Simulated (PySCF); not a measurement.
**Field gradients at the hydrogen positions**

Species: C₅H₁₂OP₂.
Z-matrix (Å and degrees, GFN2-xTB geometry), rows numbered from 1:
```
C 
C   1  1.4859
C   2  1.3276  1  125.73
P   3  1.8008  2  118.98  1  -179.43
O   4  1.4642  3  114.86  2    -2.81
C   4  1.8334  3  106.62  2   125.38
P   6  1.8649  4  105.65  3   160.52
C   7  1.8404  6   98.90  4    82.43
H   1  1.0876  2  111.49  3    -2.19
H   1  1.0893  2  109.92  3  -123.41
H   1  1.0899  2  109.82  3   118.80
H   2  1.0835  1  116.54  3  -179.98
H   3  1.0808  2  122.48  1     0.26
H   4  1.3963  3  103.92  2  -127.82
H   6  1.0913  4  109.54  3    43.23
H   6  1.0936  4  109.80  3   -77.78
H   7  1.4035  6   94.65  4   179.83
H   8  1.0894  7  111.41  6    52.62
H   8  1.0890  7  108.34  6   -68.09
H   8  1.0888  7  108.60  6   173.66
```

Level: PBE0/pcSseg-1 (PySCF, non-relativistic); Q(2H) = 0.00286 b; rigid geometry, the same for H and D, with no vibrational averaging.

Question: Rank these positions by the coupling χzz of a deuteron there, largest first.
A. H9 (methyl hydrogen)
B. H13 (vinylic hydrogen)
C. H14 (P–H hydrogen)
D. H17 (P–H hydrogen)
E. H19 (methyl hydrogen)

Answer: B (223 kHz), A (210 kHz), E (203 kHz), D (129 kHz), C (124 kHz).

Q: Tabulate Vzz, the asymmetry η and χzz = 234.96 MHz × Q × Vzz for every hydrogen position.

A: 
```csv
atom,bonded to,bond length (Å),Vzz (au),η,χzz (kHz)
H9,C1,1.088,0.3131,0.03,210
H10,C1,1.089,0.3109,0.03,209
H11,C1,1.090,0.3102,0.02,208
H12,C2,1.083,0.3105,0.04,209
H13,C3,1.081,0.3313,0.07,223
H14,P4,1.396,0.1844,0.00,124
H15,C6,1.091,0.3116,0.01,209
H16,C6,1.094,0.3063,0.00,206
H17,P7,1.404,0.1916,0.09,129
H18,C8,1.089,0.3144,0.02,211
H19,C8,1.089,0.3023,0.03,203
H20,C8,1.089,0.3161,0.02,212
```

Q: Average by the element that carries the hydrogen.

A: on C: 210 kHz over 10 positions, mean bond length 1.088 Å; on P: 126 kHz over 2 positions, mean bond length 1.400 Å.

Q: How does χzz go with the bond length over the 10 C–H bonds?

A: A straight-line fit has a slope of -9.7 kHz for each 0.01 Å, with a correlation coefficient of -0.69, over lengths from 1.081 to 1.094 Å.

The structure is a single GFN2-xTB conformer in the gas phase; no vibrational or solvent corrections. GFN2-xTB bond lengths can be off by several hundredths of an ångström, more for odd bonds, and the gradients follow them. With a basis this small, the couplings can be 20 % off.

These values come from a run that also computed NMR shieldings. The run took 60 s wall on an AMD EPYC 7R43 with one thread, shared host with 256 logical CPUs at a one-minute load of 125, and the process peaked at 0.94 GiB of memory.
